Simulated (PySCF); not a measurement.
Excitations are Tamm–Dancoff values on a coarser integration grid. The basis has no diffuse functions, so Rydberg states are missing or too high.

Z-matrix (Å, degrees):
```
C
C 1 1.3842
H 2 1.0937 1 115.11
C 2 1.4025 3 116.21 1 -180.00
C 4 1.3841 2 129.96 3 -179.98
H 5 1.0935 4 117.07 2 179.97
H 4 1.0938 5 114.82 6 -0.02
C 5 1.4069 6 113.43 4 179.99
O 8 1.3511 5 113.54 6 -0.01
H 9 0.9632 8 109.79 5 -179.95
C 8 1.3953 9 119.24 10 0.06
C 11 1.3936 8 129.71 9 -179.98
H 11 1.0979 12 114.91 1 -179.98
C 12 1.4117 11 124.91 13 0.00
H 14 1.0900 12 124.90 11 0.02
C 14 1.3912 15 126.85 12 179.99
H 16 1.0920 14 124.98 15 0.01
C 16 1.4221 17 123.51 14 180.00
B 18 1.5115 16 126.15 17 -0.03
H 19 1.2119 18 119.86 16 0.01
H 19 1.2133 20 118.26 18 179.99
```
Charge 0, spin multiplicity 1.

What dipole moment, brightest of the four lowest singlets (TDA), total energy, HOMO–LUMO gap and HOMO does ωB97X-D3(BJ)/def2-TZVP // PBE0-D3(BJ)/def2-SVP run with PySCF give?


```
Quantity                                            Value
-------------------------------------------  ------------
dipole moment                                      4.09 D
brightest of the four lowest singlets (TDA)       4.79 eV
total energy                                 -486.8864 Ha
HOMO–LUMO gap                                     7.17 eV
HOMO                                             -7.78 eV
```
